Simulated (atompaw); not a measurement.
Building the PAW (atompaw) potential for hafnium (Hf) (PBE, scalar-relativistic).

atompaw 4.2.0.5 was run on this input:

```
Hf 72
GGA-PBE scalarrelativistic loggrid 2001 logderivrange -2 5 176
6 6 5 4 0 0
6 1 0
5 2 2
0 0 0
c
c
c
c
c
v
c
c
c
c
v
c
c
v
c
2
3.00 2.15 2.70 1.65
y
1.65
n
y
1.3
n
y
2.5
n
custom rrkj vanderbiltortho sinc
3 1 troulliermartins
3.00
3.00
3.00
3.00
3.00
3.00
PWSCFOUT
UPFDX 0.0125d0 UPFXMIN -7.d0 UPFZMESH 72.d0
END
```

Command:

```bash
atompaw < Hf.input > Hf.log
```

Resulting log (summary file):

```
Completed calculations for Hf (AE)

 Exchange-correlation type: GGA, Perdew-Burke-Ernzerhof

 Radial integration grid is logarithmic
 r0 =   9.4764859E-05 h =   6.8230699E-03   n =      2001 rmax =   8.0000000E+01

 Scalar relativistic calculation

 AEatom converged in  46 iterations
   nz     =  72.00
   delta  =       9.749537529711E-16

 All Electron Orbital energies:
  n  l      occupancy      energy
  1  0      2.0000000E+00 -4.7986116E+03
  2  0      2.0000000E+00 -8.2064564E+02
  3  0      2.0000000E+00 -1.8698695E+02
  4  0      2.0000000E+00 -3.7671685E+01
  5  0      2.0000000E+00 -4.9255972E+00
  6  0      2.0000000E+00 -3.7546368E-01
  2  1      6.0000000E+00 -7.2051572E+02
  3  1      6.0000000E+00 -1.5707857E+02
  4  1      6.0000000E+00 -2.7861738E+01
  5  1      6.0000000E+00 -2.6146407E+00
  6  1      0.0000000E+00 -1.0261138E-01
  3  2      1.0000000E+01 -1.2170310E+02
  4  2      1.0000000E+01 -1.5190003E+01
  5  2      2.0000000E+00 -1.9763436E-01
  4  3      1.4000000E+01 -1.2373206E+00

 Total energy
   Total                    :   -30156.43418632336397

 ---
 Completed calculations for Hf (SC)

 Exchange-correlation type: GGA, Perdew-Burke-Ernzerhof

 Radial integration grid is logarithmic
 r0 =   9.4764859E-05 h =   6.8230699E-03   n =      2001 rmax =   8.0000000E+01

 Scalar relativistic calculation

 SCatom converged in   3 iterations
   nz     =  72.00
   delta  =       2.811024708216E-17

 Valence Electron Orbital energies:
  n  l      occupancy      energy
   6  0      2.0000000E+00 -3.7546368E-01
   6  1      0.0000000E+00 -1.0261137E-01
   5  2      2.0000000E+00 -1.9763436E-01

 Total energy
   Total                    :   -30156.43418632398971
   Valence                  :     -617.89123530492657

 PAW parameters:
       lmax =            2
         rc =    3.0044654809515108
        irc =         1520
   rc_shape =    2.1506211993138438
    rc_vloc =    2.7121731898223103
    rc_core =    1.6594181567710451
   Vloc: Norm-conserving Troullier-Martins with l= 3;e=   1.0000E+00
   Projector type: RRKJ pseudization + Vanderbilt ortho.
   Sinc^2 compensation charge shape zeroed at   2.1506E+00

 Number of basis functions     6
 No.   n  nodes  l      Energy         Cp coeff         Occ
  1    6    5    0   -0.3754637E+00  0.3191257E+02  0.2000000E+01
  2  999    6    0    0.1650000E+01  0.2156505E+00  0.0000000E+00
  3    6    4    1   -0.1026114E+00  0.2028132E+03  0.0000000E+00
  4  999    5    1    0.1300000E+01  0.4778717E+01  0.0000000E+00
  5    5    2    2   -0.1976344E+00  0.4231086E+01  0.2000000E+01
  6  999    3    2    0.2500000E+01 -0.1407476E+01  0.0000000E+00

 Eigenvalues of overlap operator (in the basis of projectors):
    1        1.99220321E-02
    2        3.77492729E-01
    3        1.56789173E+00
    4        2.07326231E+01
    5        3.44624070E+02
    6        6.88191953E+02

 Orbital leakage outside PAW augmentation regions
   orb  is_core?  %out_of_sphere
   1 0    T           0.00
   2 0    T           0.00
   3 0    T           0.00
   4 0    T           0.00
   5 0    T           0.05
   6 0    F          59.90
   2 1    T          -0.00
   3 1    T          -0.00
   4 1    T           0.00
   5 1    T           0.53
   6 1    F          88.26
   3 2    T           0.00
   4 2    T           0.00
   5 2    F          27.44
   4 3    T           0.06

 Summary of PAW energies
   Total valence energy     :   -617.89123895875503
   Smooth energy            :     -3.00002196621292
   One center               :   -614.89121699254213
   Smooth kinetic           :      2.82365553190583
   Vloc energy              :      0.12515229702984
   Smooth exch-corr         :    -15.54570403496086
   One-center xc            :   -599.59992268087990
```

Note: ghost states, extra bound levels that the all-electron valence spectrum of the same l lacks: s at -7.4 eV, p at -6.6 eV. A true bound ghost makes a file unfit for plane-wave use.

The run took about 25 s on one core of a shared server CPU.
